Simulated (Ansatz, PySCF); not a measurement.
Species: BF2 (charge -1, singlet). 
Structure (B3LYP-D3(BJ)/def2-TZVP (Ansatz, a program for electronic structure) minimum search):
```xyz
3

B      0.2659    -0.2917     0.5292
F      0.9107     0.0746    -0.6452
F     -1.0584     0.0875     0.3512
```
Charge -1, spin multiplicity 1.

Total electronic energies in hartree. Correlated levels leave the core frozen unless marked. No spin-orbit coupling. No relativistic terms. Basis-set limits of correlation are two-point, X^-3; Hartree-Fock from the larger set.

The Hartree-Fock reference is unstable (checked in the largest basis), which strains HF and MP2. 

| level | program | energy (Eh) |
|---|---|---|
| HF/STO-3G | Ansatz | -220.23754 |
| HF/aug-cc-pVTZ | Ansatz | -223.70159 |
| HF-D3(BJ)/def2-TZVPD | PySCF + dftd3 | -223.72003 |
| RI-HF/cc-pVTZ | Ansatz | -223.68627 |
| BHLYP/def2-TZVPD | Ansatz | [?] |
| MP2/6-31G* | Ansatz | -223.98794 |
| MP2/aug-cc-pVDZ | Ansatz | -224.13476 |
| CCSD/6-31G* | Ansatz | -224.00030 |
| CCSD(T)/CBS(aug-cc-pVTZ,aug-cc-pVQZ) | Ansatz | -224.4462 |

**Question.** Fill in the missing entries.

**Answer.** 
- BHLYP/def2-TZVPD, energy (Eh): -224.62304
